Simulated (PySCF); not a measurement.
```xyz
8

N      2.1861    -0.7389     0.5576
C      1.1949    -0.1037     0.3098
Si    -0.4707     0.5851     0.6831
N     -1.6719    -0.1005    -0.3459
H      2.9745    -0.8265    -0.0785
H     -0.2507     1.9975     0.2687
H     -2.1765    -0.9257    -0.0713
H     -1.7857     0.1128    -1.3235
```

Charge 0, multiplicity 1.

**Question.** Give the Mulliken and meta-Löwdin atomic charges from PBE-D3(BJ)/def2-TZVP // B3LYP-D3(BJ)/def2-TZVP run with PySCF.

**Answer.** 
```
atom  Mulliken (e)  meta-Löwdin (e)
----  ------------  ---------------
N1           -0.17            -0.25
C2           -0.04            -0.06
Si3           0.09             0.34
N4           -0.58            -0.70
H5            0.25             0.27
H6           -0.02            -0.08
H7            0.23             0.24
H8            0.23             0.24
```
